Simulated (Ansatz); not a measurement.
Reaction (isomerisation): `O/C=C(\Cl)[SiH2]O` → `Cl[SiH2]OC1CO1`

Computed with Ansatz on PBE0-D4/def2-TZVP structures; ΔE is electronic, products minus reactants. CCSD(T)/CBS adds triple-zeta CCSD(T) − MP2 to the extrapolated MP2 energy (def2 sets, frozen cores). Each species was taken in one conformer, which may not be the lowest.

```
            species  CCSD/def2-TZVPP energy (Eh)
`O/C=C(\Cl)[SiH2]O`                   -978.10777
   `Cl[SiH2]OC1CO1`                   -978.11757
```

Problem. Work out ΔE.

Solution. ΔE = (-978.11757) − (-978.10777) = -0.00980 Eh = -0.27 eV. CCSD(T)/CBS gives -0.15 eV.

Largest T1 diagnostic among the species: 0.013.

The D4 term adds +0.03 eV with B3LYP and +0.02 eV with PBE0; it sums over pairs of atoms, weighted by their polarisabilities, and B3LYP, whose exchange is more repulsive, gets the larger term. In def2-TZVPP, CCSD(T) changes the Hartree–Fock value by +0.16 eV (the triples alone add +0.05 eV) and MP2 by +0.16 eV. From PBE to PBE0 (25 % exact exchange), in def2-TZVPP and without D4, ΔE moves by −0.09 eV.

B3LYP here is the variant with VWN-RPA as its local correlation; programs differ in this.
